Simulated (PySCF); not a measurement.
## Assigning NMR signals

Bonds (- single, = double, # triple, : aromatic): O1=C2 1.178 Å, C2-F3 1.361 Å, C2-C4 1.475 Å, C4=C5 1.329 Å, C5-C6 1.509 Å, C6-F7 1.343 Å, C6-F8 1.336 Å, C6-F9 1.336 Å. C4 carries H10; C5 carries H11. Stereochemistry as in O=C(F)/C=C\C(F)(F)F.

[PySCF 2.14: GFN2-xTB geometry; PBE0/pcSseg-1 with gauge-including orbitals; no solvent; one computed conformer; averaged over atoms made equivalent by symmetry, fast rotation or ring inversion; non-relativistic]

Referencing at the same level of theory: TMS for 13C, 1H.

Question: Assign these signals to the numbered atoms. 13C{1H} NMR (computed): δ 159.8, 153.3, 133.0, 129.6.

Answer: 
```tsv
δ (ppm)	atoms	environment	reason
159.8	C2	carbonyl carbon	–
153.3	C5	β carbon of a C=C–C=O unit	conjugation with the carbonyl draws π density from the β position
133.0	C4	α carbon of a C=C–C=O unit	the olefinic region
129.6	C6	CF3 carbon	3 electronegative neighbours deshield it
```

Question: Assign these signals to the numbered atoms. 1H NMR (400 MHz, computed): δ 6.85 (m, 1H), 6.42 (m, 1H).

Answer: 
```tsv
δ (ppm)	atoms	environment	reason
6.85	H11	hydrogen on a β carbon of a C=C–C=O unit	a vinylic proton, deshielded by the sp2 carbon and the C=C anisotropy
6.42	H10	hydrogen on an α carbon of a C=C–C=O unit	a vinylic proton, deshielded by the sp2 carbon and the C=C anisotropy
```

Splittings by 19F in the carbon and heteronuclear signals aren't shown, as no couplings were computed. Shifts are as computed. Against solution values, carbons near 30 ppm lie about +3 ppm off and those near 130 ppm about +5 ppm. Of 1211 compounds with measured shifts, 218 miss one by over three times the rms of a fit or turn the order of signals round; such compounds aren't used in these exercises. Multiplicities follow the n + 1 count of equivalent neighbours, as no J values were calculated; m marks all less simple cases, F and P coupling included.
